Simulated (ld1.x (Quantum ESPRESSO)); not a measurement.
**N: variants of one TM semilocal potential**

Base potential:

nitrogen (N), norm-conserving Troullier–Martins (semilocal form), made with ld1.x (Quantum ESPRESSO) 7.5 (PBEsol, scalar-relativistic). Core [He], reference 2s1.75 2p3.25. Waves: 2p (bound): rc 2.30 bohr; 3d channel at 0.45 Ry: rc 2.30 bohr; 2s (bound): rc 0.80 bohr. Local part: the s channel. Core correction: Bessel-smoothed model core inside 0.45 bohr.

Cutoffs, loose and tight: the cutoffs (Ry, on a coarse ladder) from which the occupation-weighted sum of valence levels, in a spherical-Bessel basis at the reference potential, stays within 10 and 1 mRy of its value at 400 Ry. They do not see the model core or the augmentation charge, which bear on the density cutoff. Test errors are all-electron minus pseudo excitation energies from the reference, over the configurations 2s2 2p3; 2s2 2p2; 2s2 2p1; 2s2 2p0; 2s2 2p3.3; 2s0 2p5; 2s1 2p0. A dash means not determined; rows that change the core or the reference have their own tests.

In the semilocal form every listed channel keeps its own potential, so the choice of the local channel does not act on these tests. It acts once the file is put into the separable form.

A semilocal file is local in each channel, so a ghost entry of none says nothing of the separable form that plane-wave codes build from it.

| change | outcome | cutoff, loose | cutoff, tight | bound ghosts | largest test error (meV) |
| --- | --- | --- | --- | --- | --- |
| base | generated | 50 Ry | 140 Ry | none | +4302 |
| all radii but the core radius scaled by about 1.03 (s 0.82, p 2.38, d 2.38 bohr) | generated | 50 Ry | 140 Ry | none | +5039 |
| form changed from semilocal to separable (Kleinman–Bylander), still TM; local potential all-electron potential smoothed inside 2.25 bohr (lloc = -2) | generated | 50 Ry | 140 Ry | none | +4264 |
| wave 2s (bound): rc 0.80 bohr becomes 2s (bound): rc 1.00 bohr | generated | 50 Ry | 120 Ry | none | +4311 |
| wave 3d channel at 0.45 Ry: rc 2.30 bohr becomes 3d channel at 0.77 Ry: rc 2.30 bohr | generated | 50 Ry | 140 Ry | none | +4302 |
| wave 3d channel at 0.45 Ry: rc 2.30 bohr becomes 3d channel at 0.45 Ry: rc 3.48 bohr | generated | 50 Ry | 140 Ry | none | +4302 |
| reference 2s2 2p1 | generated | 60 Ry | 160 Ry | none | +1081 |

Problem. What comes out with this change to the base: wave 2p (bound): rc 2.30 bohr becomes 2p (bound): rc 3.40 bohr?

Solution. outcome: generated; cutoff, loose: 50 Ry; cutoff, tight: 140 Ry; bound ghosts: none; largest test error (meV): +13029.
